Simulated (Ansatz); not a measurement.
## A geometry optimisation of BrF2GeHSn with PBE-D3(BJ)/def2-SVP

The starting geometry of this gas-phase singlet was optimised with GFN2-xTB.

| atom | x (Å) | y (Å) | z (Å) |
| --- | --- | --- | --- |
| Br | 0.6677 | 2.6853 | -1.1320 |
| F | 0.7508 | 0.5085 | 1.4102 |
| F | -0.0049 | -0.5670 | -0.8876 |
| Ge | -0.7721 | 1.2650 | 0.0263 |
| Sn | 1.6358 | -1.4449 | 0.5112 |
| H | 0.3158 | -2.4286 | 1.4103 |

Q: Predict what it relaxes into with PBE-D3(BJ)/def2-SVP.

A: New bonds form, giving a structure with F2 bridging Sn5 and Ge4, F3 bridging Sn5 and Ge4, given below by its coordinates. Contacts that close: F2–Ge4 (2.19 → 1.97 Å), F2–Sn5 (2.33 → 2.22 Å), F3–Ge4 (2.19 → 1.97 Å), F3–Sn5 (2.33 → 2.22 Å).

The energy falls by 0.54 eV over 12 steps:

```
step  E − E(last) (eV)
   1             0.538
   2             0.131
   3             0.029
   5             0.010
   6             0.008
   7             0.003
   8             0.001
  10             0.000
  11             0.000
  12             0.000
```

Final geometry (Å):

```xyz
6

Br    0.9256    2.4409   -1.0940
F     0.5253    0.4932    1.4266
F    -0.2022   -0.5478   -0.7727
Ge   -0.7390    1.1549    0.0653
Sn    1.5685   -1.1786    0.4064
H     0.5148   -2.3442    1.3067
```

Frequencies at the end are all real (lowest 31 cm⁻¹). Atoms past krypton carry core potentials, without spin–orbit terms. Run with Ansatz 0.2.0, 13 s on 2 threads of Intel(R) Xeon(R) 6975P-C (Granite Rapids), on a shared host.
